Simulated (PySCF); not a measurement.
# Finite-field polarisability of S (sulfur, neutral)

[Ne] 3s2 3p4, high-spin 3P determinant. All numbers are calculated (PySCF 2.14, scalar relativity by spin-free X2C-1e, in aug-cc-pVQZ-DK (7s6p4d3f2g, 84 functions)). Frozen: [Ne]. Energy changes in a uniform field (μhartree):

| axis | F (au) | HF | MP2 | CCSD | CCSD(T) |
| --- | --- | --- | --- | --- | --- |
| x | 0.0033 | -97.910 | -99.654 | -98.987 | -99.570 |
| x | 0.0066 | -391.801 | -398.805 | -396.133 | -398.475 |
| y | 0.0031 | -102.749 | -105.709 | -104.844 | -105.795 |
| y | 0.0062 | -411.368 | -423.270 | -419.790 | -423.611 |

By symmetry the remaining axis equals x.

(1) Derive α along x at CCSD(T) from the two fields.

(2) And the mean polarisability at each level?

## Answers

(1) With ΔE = −αF²/2 − γF⁴/24, α = −(16 ΔE(F) − ΔE(2F))/(6F²) = 18.28 bohr³.

(2) The components xx, yy, zz at CCSD(T) are 18.28, 22.01, 18.28, the third axis being equal by symmetry to one of the two computed. Means: HF 19.11, MP2 19.53, CCSD 19.39, CCSD(T) 19.53 bohr³. Reference: 19.4 ± 0.1 bohr³ (recommended; Schwerdtfeger and Nagle, table of static dipole polarizabilities (2023 update)).
